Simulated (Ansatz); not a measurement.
The same path of CH$_{3}$BF$_{2}$S (8 atoms, charge 0, multiplicity 1) was run twice with different band settings. The coordinate that changes most is the dihedral C1–S2–B3–F5.

Method: Ansatz 0.2.0, RKS B3LYP/def2-SVP.

Relaxed end points:

```xyz
8
Properties=species:S:1:pos:R:3
C -0.810 0.137 0.932
S 0.742 -0.776 0.571
B 1.080 -0.244 -1.118
F 2.150 -0.702 -1.747
F 0.288 0.600 -1.765
H -0.651 1.221 0.866
H -1.094 -0.127 1.959
H -1.612 -0.165 0.246
```

```xyz
8
Properties=species:S:1:pos:R:3
C -0.808 0.140 0.933
S 0.734 -0.788 0.565
B 1.076 -0.250 -1.120
F 0.295 0.610 -1.760
F 2.139 -0.718 -1.753
H -0.639 1.223 0.868
H -1.090 -0.121 1.961
H -1.615 -0.154 0.250
```

Common settings: movable images 9; climbing image yes; spring 5.0 eV/Å²; optimiser quadratic models (default); start path IDPP; force threshold 0.03 eV/Å.

| run | iteration limit | end points |
| --- | --- | --- |
| 1 | 40 | relaxed |
| 2 | 53 | as typed, not relaxed |

Question: What does each run give, and how far can it be trusted?

Answer: Run 1: converged after 13 iterations, highest image 0.489 eV above the first end. A vibrational analysis at the climbing image gives one clearly imaginary mode, 115i cm⁻¹: a first-order saddle point.
Run 2: not converged after 53 iterations, highest image 0.000 eV above the first end. The band didn't meet its force threshold, so its energies are provisional: the largest band force was still 3.04 eV/Å, and over the last iterations the top stayed at 0.00 eV. The end points aren't both relaxed to the band's threshold either. Inner images lie below an end point, which means an intermediate or an end that isn't the lowest structure nearby.
